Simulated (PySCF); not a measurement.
## Working out the ionisation energy of Pd

Pd [Kr] 4d10 (1S) → Pd⁺ [Kr] 4d9 (2D). All numbers are calculated (PySCF 2.14, the spin-free X2C one-electron Hamiltonian (Gaussian nucleus), in aug-cc-pVTZ-DK (9s8p6d3f2g, 102 functions)). Frozen: [Kr]. Energies in hartree (1 hartree = 27.21139 eV):

```tsv
part	Pd (lower)	Pd⁺ (upper)
UHF	-5042.585898	-5042.355988
MP2 opposite-spin	-0.245376	-0.186115
MP2 same-spin	-0.133277	-0.101946
```

Q: What does Hartree-Fock give?

A: (-5042.355988) − (-5042.585898) = 0.229910 hartree = 6.256 eV.

Q: What do MP2 and SCS-MP2 (6/5 opposite-spin, 1/3 same-spin) give?

A: The opposite-spin parts differ by 1.613 eV and the same-spin parts by 0.853 eV. MP2: 6.256 + (1.613) + (0.853) = 8.722 eV. SCS-MP2: 6.256 + 1.2 × (1.613) + (0.853)/3 = 8.476 eV.

Measured between the centres of the two terms (NIST): 8.512 eV, so MP2 (valence) is off by 0.210 eV.

What remains against the reference includes basis incompleteness, the frozen core and correlation beyond second order.
